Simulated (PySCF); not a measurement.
# In²⁺ (indium, charge +2) across methods

[Kr] 4d10 5s1, 2S determinant. All numbers are calculated (PySCF 2.14, a scalar-relativistic core potential, in aug-cc-pVDZ-PP with ECP28MDF (5s4p3d, 32 functions)).

| method | E (hartree) | mean ε 4d α (eV) | mean ε 4d β (eV) | mean ε 5s α (eV) | Σ⟨r²⟩ (bohr²) | ⟨S²⟩ |
| --- | --- | --- | --- | --- | --- | --- |
| PBE0 | -189.2146 | -38.984 | -38.699 | -25.026 | 29.82 | 0.750 |
| r2SCAN | -189.2749 | -37.084 | -36.763 | -24.483 | 29.75 | 0.751 |
| PBEsol | -188.9794 | -36.357 | -36.064 | -24.299 | 29.90 | 0.750 |
| TPSSh | -189.1452 | -37.469 | -37.165 | -24.376 | 29.85 | 0.750 |
| PBE | -189.2060 | -36.469 | -36.179 | -24.218 | 29.90 | 0.750 |
| M06 | -189.2703 | -39.033 | -38.905 | -25.118 | 29.75 | 0.750 |
| HSE06 | -189.2112 | -38.551 | -38.272 | -24.695 | 29.83 | 0.750 |
| UHF | -188.38897 | -45.405 | -45.123 | -26.766 | 29.94 | 0.750 |
| LDA | -188.8631 | -36.477 | -36.212 | -24.617 | 29.96 | 0.750 |

Energies and moments cover only the electrons outside the core potential.
